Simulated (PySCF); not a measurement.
Several orderings of computed values.

Each SMILES stands for a single optimised conformer of the isolated species, non-relativistic unless stated; the electronic structure was computed with PySCF and density fitting.

Dipoles, sizes and rotational constants follow the conformer. The torsions of the flexible species, by atom-mapped SMILES:
- `[CH3:1][CH2:2][CH2:3][C:4](=[O:5])[OH:6]`: C1–C2–C3–C4 180°, C2–C3–C4–O5 0°, H–O6–C4–C3 180°
- `[CH2:1]=[CH:2][c:3]1[cH:4][p:5][cH:6][n:7]1[CH:8]1[CH2:9][CH2:10]1`: C1–C2–C3–C4 9°, C6–N7–C8–C9 -114°
- `[CH3:1][c:2]1[n:3][n:4][cH:5][n:6]1[SiH:7]([CH3:8])[CH3:9]`: C5–N6–Si7–C8 60°
- `[F:1][C:2]([F:3])([F:4])[SiH2:5][Si@H:6]([SiH3:7])[SiH2:8][PH2:9]`: F1–C2–Si5–Si6 -65°, C2–Si5–Si6–Si7 44°, Si5–Si6–Si8–P9 81°, H–P9–Si8–Si6 38°, H–P9–Si8–Si6 -55°
- `[CH2:1]=[CH:2][P@@:3]([CH3:4])(=[S:5])[c:6]1[cH:7][cH:8][o:9][cH:10]1`: C1–C2–P3–C4 -19°, C2–P3–C6–C7 48°
- `[CH3:1][P@:2](=[O:3])([OH:4])[CH2:5][c:6]1[cH:7][cH:8][cH:9][cH:10][cH:11]1`: C1–P2–C5–C6 172°, P2–C5–C6–C7 -93°, H–O4–P2–C1 138°
- `[CH3:1][Si:2]([CH3:3])([CH3:4])[n:5]1[cH:6][n:7][cH:8][n:9]1`: C1–Si2–N5–C6 -16°
- `[CH2:1]=[C:2]([CH3:3])[PH:4][c:5]1[cH:6][cH:7][n:8][cH:9][cH:10]1`: C1–C2–P4–C5 117°, C2–P4–C5–C6 126°

Question: Rank by smallest rotational constant, highest first (GFN2-xTB).
A. `C=Cc1cpcn1C1CC1`
B. `FC(F)(F)[SiH2][Si@H]([SiH3])[SiH2]P`
C. `C=C[P@@](C)(=S)c1ccoc1`
D. `CCCC(=O)O`
E. `Cc1nncn1[SiH](C)C`

Answer: D (1.584 GHz), E (0.883 GHz), A (0.662 GHz), C (0.595 GHz), B (0.403 GHz).

Q: Give the two extremes of that set in cm⁻¹.

A: `FC(F)(F)[SiH2][Si@H]([SiH3])[SiH2]P`: 0.0135 cm⁻¹; `CCCC(=O)O`: 0.0528 cm⁻¹.

Question: Rank by HOMO energy, lowest first (PBE0/pcSseg-1 at GFN2-xTB geometries).
A. `FC(F)(F)[SiH2][Si@H]([SiH3])[SiH2]P`
B. `C=Cc1cpcn1C1CC1`
C. `c1cocc1[P@](=S)(C=C)C`
D. `CCCC(=O)O`

Answer: D (-8.06 eV), A (-7.45 eV), C (-6.41 eV), B (-5.95 eV).

Q: By how much do the two ends of that ranking differ?

A: By 2.11 eV, between `C=Cc1cpcn1C1CC1` and `CCCC(=O)O`.

Question: Rank by dipole moment, highest first (PBE0/pcSseg-1 at GFN2-xTB geometries).
A. `C[P@](=O)(O)Cc1ccccc1`
B. `C=CC1=CP=CN1C1CC1`
C. `C[Si](C)(C)n1cncn1`
D. `Cc1nncn1[SiH](C)C`

Answer: D (6.31 D), B (3.84 D), C (3.64 D), A (2.36 D).

Q: Give the two extremes of that set in atomic units.

A: `C[P@](=O)(O)Cc1ccccc1`: 0.93 au; `Cc1nncn1[SiH](C)C`: 2.48 au.

Question: Rank by HOMO–LUMO gap, lowest first (PBE0/pcSseg-1 at GFN2-xTB geometries).
A. `C[Si](C)(n1ncnc1)C`
B. `n1(c(nnc1)C)[SiH](C)C`
C. `C=C[P@@](C)(=S)c1ccoc1`
D. `n1ccc(cc1)PC(C)=C`

Answer: C (5.53 eV), D (6.06 eV), B (7.26 eV), A (7.83 eV).

Q: By how much do the two ends of that ranking differ?

A: By 2.30 eV, between `C[Si](C)(C)n1cncn1` and `C=C[P@@](C)(=S)c1ccoc1`.
